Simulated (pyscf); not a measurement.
**`[CH3][C+]1[CH2][CH2]1`, singlet**

Gas-phase minimum from PySCF at ωB97X-D3(BJ)/def2-SVP, one conformer. cyclic C₄H₇+ (SMILES C[C+]1CC1) lies 24.1 kcal/mol over its isomer H₂C⁺–CH=CH–CH₃, and others may lie lower still (electronic energy, ωB97M-D3(BJ)). 

```
C
C 1 1.4307
H 2 1.0996 1 113.99
H 2 1.0997 3 115.16 1 134.44
H 2 1.1218 3 106.11 4 117.00
C 1 1.4388 2 147.96 3 -21.44
H 6 1.1006 1 117.84 2 -74.07
H 6 1.1009 7 113.59 1 -141.57
C 1 1.4389 2 147.90 3 156.53
H 9 1.1006 1 117.93 2 74.05
H 9 1.1010 10 113.60 1 141.54
```
Charge +1, spin multiplicity 1.

Properties at ωB97X-D3(BJ)/def2-SVP:

| Property | Result |
|---|---|
| Harmonic wavenumbers, unscaled | 85, 165, 340, 517, 630, 685, 748, 918, 1029, 1069, 1085, 1125, 1163, 1202, 1292, 1337, 1359, 1363, 1450, 1630, 2956, 3111, 3119, 3126, 3200, 3208, 3220 cm⁻¹ |
| Zero-point energy | 58.8 kcal/mol |
| Rotational symmetry number | 1 |
| Entropy of this conformer at 298 K and 1 atm, rigid rotor and harmonic oscillator, modes under 100 cm⁻¹ raised to 100 | 297.6 J/(mol K) |
| Dipole moment | depends on origin |

Single-point totals, which compare only within one level (frozen core for MP2 and CC):

```json
[
 {"level": "ωB97X-D3(BJ)/def2-TZVP", "total energy (hartree)": "-156.40858"},
 {"level": "PBE/def2-TZVP", "total energy (hartree)": "-156.10774"},
 {"level": "r²SCAN/def2-TZVP", "total energy (hartree)": "-156.22484"},
 {"level": "B3LYP-D3(BJ)/def2-TZVP", "total energy (hartree)": "-156.34075"},
 {"level": "PBE0-D3(BJ)/def2-TZVP", "total energy (hartree)": "-156.13491"},
 {"level": "M06-2X/def2-TZVP", "total energy (hartree)": "-156.24087"},
 {"level": "ωB97M-D3(BJ)/def2-TZVP", "total energy (hartree)": "-156.36360"},
 {"level": "HF/def2-TZVPP", "total energy (hartree)": "-155.26143"},
 {"level": "MP2/def2-TZVPP", "total energy (hartree)": "-155.89345"},
 {"level": "CCSD/def2-TZVPP", "total energy (hartree)": "-155.93568"},
 {"level": "CCSD(T)/def2-TZVPP", "total energy (hartree)": "-155.96415"}
]
```

Soft torsions are taken as harmonic, which can shift the entropy by several J/(mol K). The CCSD(T) − MP2 part came from Ansatz, without density fitting, on the same reference.
